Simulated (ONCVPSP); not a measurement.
## Ce (Z = 58): one change to an ONCV potential, before and after

- Element: Ce
- Generator: ONCVPSP 4.0.1
- Type: optimised norm-conserving Vanderbilt (ONCV)
- Functional: LDA (Perdew-Zunger)
- Relativity: scalar-relativistic
- Frozen core: [Kr] 4d10 4f1
- Valence charge: 11
- Reference configuration: 5s2 5p6 5d1.5 6s1.5
- Partial waves: 5s+6s: rc 2.50 bohr, ncon 4, nbas 8, qcut 5.3 1/bohr, 2 projectors; 5p: rc 2.35 bohr, ncon 4, nbas 7, qcut 6.2 1/bohr, 2 projectors, debl 1.1 Ha; 5d: rc 4.00 bohr, ncon 4, nbas 8, qcut 3.7 1/bohr, 2 projectors, debl 2.1 Ha
- Local potential: polynomial inside 2.00 bohr (lpopt 5, dvloc0 4 Ha)
- Core correction: Teter function, fcfact 5.5, rcfact 1.25

Change: d: rc 4.06.

Cutoffs: the cutoffs (Ha) at which the residual kinetic energy of the hardest occupied pseudo-wave falls to 1 and 0.1 mHa per electron; they do not see the model core or the augmentation charge, which bear on the density cutoff. Errors are all-electron minus pseudo energies relative to the spin-unpolarised reference configuration.

Problem. Predict the effect on cutoff, ghosts and configuration errors.

Solution. The potential gets neither clearly harder nor softer (11 Ha and 14 Ha → 11 Ha and 14 Ha); the errors of the 3 common tests hardly move; neither file shows a bound ghost.

```tsv
quantity	base	changed
cutoff, loose	11 Ha	11 Ha
cutoff, tight	14 Ha	14 Ha
loose cutoff by channel	s 8.9 Ha, p 11 Ha, d 4.6 Ha	s 8.9 Ha, p 11 Ha, d 4.6 Ha
bound ghosts	none	none
GHOST(+) flags under 300 eV	none	none
tests counted as reliable (solved cleanly; for ONCVPSP, near-neutral configurations with less than one 5d electron left out)	3 of 4	3 of 4
error for 5s2 5p6 5d1 6s2, meV [ΔE -0.41 eV]	+3.3	+3.5
error for 5s2 5p6 5d1 6s1, meV [ΔE 5.86 eV]	+0.6	+0.8
error for 5s2 5p6 5d1 6s0, meV [ΔE 17.21 eV]	-7.1	-7.2
s: phases at 2.54 bohr within 0.05 rad from the reference energy up to (Ha; the scan ends near 5)	4.0	4.0
p: phases at 2.39 bohr within 0.05 rad from the reference energy up to (Ha; the scan ends near 5)	to the end of the scan	to the end of the scan
rms error of d²Exc/dni dnj with the model core, mHa	0.61	0.61
```

Base: Tests not counted: 5s2 5p6 5d0 6s2 6p1 (all-electron energy unsafe for a near-neutral lanthanide with less than one 5d electron, printed error +41 meV). Changed file: Tests not counted: 5s2 5p6 5d0 6s2 6p1 (all-electron energy unsafe for a near-neutral lanthanide with less than one 5d electron, printed error +44 meV).
